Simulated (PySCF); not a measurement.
A side-by-side comparison of computed properties.

First species: C₄H₁₂OSSi₂.
Geometry (GFN2-xTB, Å), atoms numbered from 1 in this order:
```
atom  x, y, z in Å
Si1   -3.450    0.373    0.029
S2    -2.506   -0.255   -1.796
C3    -1.333   -1.447   -1.083
O4    -0.565   -0.899   -0.087
Si5    0.547    0.284   -0.249
C6     2.379   -0.172   -0.507
C7     2.726    0.559    0.804
C8     1.327    0.676    1.433
H9    -2.502    1.159    0.807
H10   -3.846   -0.845    0.728
H11   -4.580    1.149   -0.451
H12   -0.726   -1.802   -1.919
H13   -1.909   -2.276   -0.665
H14    0.070    1.401   -1.061
H15    2.588   -1.238   -0.433
H16    2.912    0.208   -1.375
H17    3.446    0.028    1.426
H18    3.126    1.547    0.588
H19    1.161   -0.082    2.194
H20    1.130    1.645    1.882
```

Second species: C₆H₆F₄O.
InChI=1S/C6H6F4O/c7-5(8,9)2-11-6(10)3-1-4(3)6/h3-4H,1-2H2/t3-,4+,6+

Levels: PBE0/pcSseg-1 for dipole moment, HOMO energy, LUMO energy and HOMO–LUMO gap; GFN2-xTB for rotational constant A and rotational constant C. Geometries: GFN2-xTB. Each species is one conformer at its optimised geometry, gas phase, non-relativistic unless stated; the electronic structure was computed with PySCF and density fitting.

Dipoles, sizes and rotational constants follow the conformer. The torsions of the flexible species, by atom-mapped SMILES:
- `[SiH3:1][S:2][CH2:3][O:4][SiH:5]1[CH2:6][CH2:7][CH2:8]1`: Si1–S2–C3–O4 -54°, S2–C3–O4–Si5 -66°, C3–O4–Si5–C6 -94°
- `[F:1][C:2]([F:3])([F:4])[CH2:5][O:6][C@@:7]1([F:8])[C@@H:9]2[CH2:10][C@H:11]12`: F1–C2–C5–O6 -159°, C2–C5–O6–C7 -72°, C5–O6–C7–F8 -56°

Values for the first species:

| Property | Result |
| --- | --- |
| Dipole moment | 0.79 D |
| HOMO energy | -7.09 eV |
| LUMO energy | 0.17 eV |
| HOMO–LUMO gap | 7.26 eV |
| Rotational constant A | 2.691 GHz |
| Rotational constant C | 0.533 GHz |

Problem. Estimate the same properties for the second species, and the change in each.

Solution. 
```tsv
property	first	second	second less first
dipole moment	0.79 D	1.10 D	+0.31 D
HOMO energy	-7.09 eV	-8.10 eV	-1.01 eV
LUMO energy	0.17 eV	1.66 eV	+1.49 eV
HOMO–LUMO gap	7.26 eV	9.76 eV	+2.50 eV
rotational constant A	2.691 GHz	2.282 GHz	-0.409 GHz
rotational constant C	0.533 GHz	0.694 GHz	+0.161 GHz
```

On the first: The dipole matches unit charges of opposite sign 0.16 Å apart (1 e·Å = 4.8032 D). A dipole of 0.79 D is allowed in C1, and pure rotational transitions are dipole-allowed.

On the second: The dipole matches unit charges of opposite sign 0.23 Å apart (1 e·Å = 4.8032 D).
